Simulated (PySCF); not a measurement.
**Be²⁺: a base run and its variants**

Base input, run as `python input.py` with PySCF 2.14:

```python
from pyscf import gto, scf, mp

mol = gto.M(
    atom='Be 0 0 0',
    basis='jorge-dzp-dkh',
    charge=2,
    spin=0,
    symmetry=True,
    verbose=3,
)
mf = scf.RHF(mol)
mf = mf.sfx2c1e()
mf = mf.density_fit(auxbasis='def2-universal-jkfit')
mf.kernel()
mp.MP2(mf).kernel()
mf.dip_moment()
print('orbital energies (hartree):', mf.mo_energy[..., max(0, mol.nelec[1]-3):mol.nelec[0]+3].round(4))
```

Base result: E(SCF) = -13.612933 Eh, E(MP2) − E(SCF) = -0.01224 Eh. 

Wall time 0.78 s on one thread of a shared host.

Each row names what differs from the base; energies in brackets are changes from the base.

| change | result |
| --- | --- |
| PCM solvent, dielectric constant: none → 4.71; step after the SCF: mp2 → analyze | E(SCF) = -14.066991 Eh (-12.3556 eV) |
| PCM solvent, dielectric constant: none → 32.6; step after the SCF: mp2 → analyze | E(SCF) = -14.171696 Eh (-15.2047 eV) |
| spin (2S): 0 → 2; SCF type: RHF → UHF [a high spin state] | E(SCF) = -9.255938 Eh (+118.5599 eV), E(MP2) − E(SCF) = -0.00001 Eh |
| step after the SCF: mp2 → polarizability | E(SCF) = -13.612933 Eh (+0.0000 eV), α(xx, yy, zz) = 0.0, 0.0, 0.0 bohr³ |
| basis set: jorge-dzp-dkh → 6-31g(3d) | E(SCF) = -13.612023 Eh (+0.0248 eV), E(MP2) − E(SCF) = -0.00050 Eh |
| step after the SCF: mp2 → eomee; number of roots: default → 4 | E(SCF) = -13.612933 Eh (+0.0000 eV), E(CCSD) − E(SCF) = -0.01400 Eh, excitation roots 118.941, 118.941, 118.941, 121.377 eV |
| step after the SCF: mp2 → stability; point-group symmetry: on → off | E(SCF) = -13.612933 Eh (+0.0000 eV), internal stable; real -> complex stable; RHF/RKS -> UHF/UKS stable |
| basis set: jorge-dzp-dkh → 3-21g; spin-free X2C: on → off | E(SCF) = -13.530288 Eh, E(MP2) − E(SCF) = -0.00040 Eh |
| smearing width (hartree): none → 0.2; step after the SCF: mp2 → none [unsound on purpose] | E(SCF) = -13.612865 Eh (+0.0019 eV) |
| spin-free X2C: on → off [unsound on purpose] | E(SCF) = -13.610519 Eh, E(MP2) − E(SCF) = -0.01222 Eh |
| basis set: jorge-dzp-dkh → 6-31g; spin-free X2C: on → off | E(SCF) = -13.609739 Eh, E(MP2) − E(SCF) = -0.00048 Eh |
| level shift (hartree): none → -0.2 | E(SCF) = -13.612933 Eh (+0.0000 eV), E(MP2) − E(SCF) = -0.01224 Eh |
| step after the SCF: mp2 → tdhf; number of roots: default → 5 | E(SCF) = -13.612933 Eh (+0.0000 eV), first singlet excitations without spin–orbit coupling 122.44, 125.92, 125.92, 125.92, 140.38 eV |
| basis set: jorge-dzp-dkh → jorge-tzp-dkh | E(SCF) = -13.613401 Eh (-0.0127 eV), E(MP2) − E(SCF) = -0.01260 Eh |
